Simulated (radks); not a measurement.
Values are calculated unless marked as measured or tabulated.
Question: The table gives one normalised radial function P(r) = r R(r) of Tl20+ in [Kr] 4d10 4f13 5s2 (r in bohr). Level of theory: scalar-relativistic Kohn-Sham, PBE, spin-polarised, spherical densities, finite nucleus; open shells are filled with parallel spins first (spin-orbit coupling, left out, can overturn this in heavy ions); Fermi nuclear charge, rms radius 5.4759 fm (a radial shooting solver on a logarithmic mesh with Libxc functionals).

r,P
0.00156,0.1425
0.002309,0.1814
0.003417,0.2220
0.005097,0.2549
0.007543,0.2601
0.01116,0.2094
0.01652,0.0729
0.02465,-0.1539
0.03648,-0.3673
0.05398,-0.3534
0.07989,0.0572
0.1192,0.5484
0.1764,0.2676
0.261,-0.6609
0.3863,-0.5292
0.5717,0.8870
0.8529,1.3204
1.262,0.4856
1.868,0.0428

Which n and l does it have? It may be an empty orbital.

Answer: n = 5, l = 0: the number of nodes gives n - l - 1 = 4, the rise at small r (about r^(l+1), flatter next to the nucleus through relativity) gives l, and the extent must fit the shell. The curve is that of 5s up; the table hardly tells the two spins apart. 5s up: eigenvalue -552.40 eV, 4 radial nodes at r = 0.0190, 0.0767, 0.198, 0.453 bohr, <r> = 0.786 bohr, 90 % of the charge inside 1.10 bohr.
